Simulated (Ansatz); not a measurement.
Program: Ansatz 0.2.0.

A structure relaxed at PBE0-D4/def2-TZVP, charge 0, multiplicity 1:

| atom | x (Å) | y (Å) | z (Å) |
| --- | --- | --- | --- |
| N1 | -0.825 | 1.329 | -0.109 |
| B2 | 0.401 | 0.627 | -0.232 |
| N3 | 1.567 | 1.229 | -0.757 |
| O4 | 0.500 | -0.697 | 0.163 |
| Si5 | -0.538 | -1.871 | 0.611 |
| H6 | -1.635 | 0.930 | 0.327 |
| H7 | -0.936 | 2.294 | -0.360 |
| H8 | 2.419 | 0.709 | -0.853 |
| H9 | 1.625 | 2.182 | -1.059 |
| H10 | -1.797 | -1.301 | 1.173 |
| H11 | 0.113 | -2.707 | 1.650 |
| H12 | -0.893 | -2.724 | -0.553 |

Task: Give its formula and SMILES.

Result: BH7N2OSi, `NB(N)O[SiH3]`.

Task: Summarise the bond lengths by kind.

Result: 2 × B–N 1.414 to 1.418 Å; 4 × H–N 1.002 to 1.003 Å; 1 × B–O 1.386 Å; 1 × O–Si 1.629 Å; 3 × H–Si 1.484 to 1.492 Å.
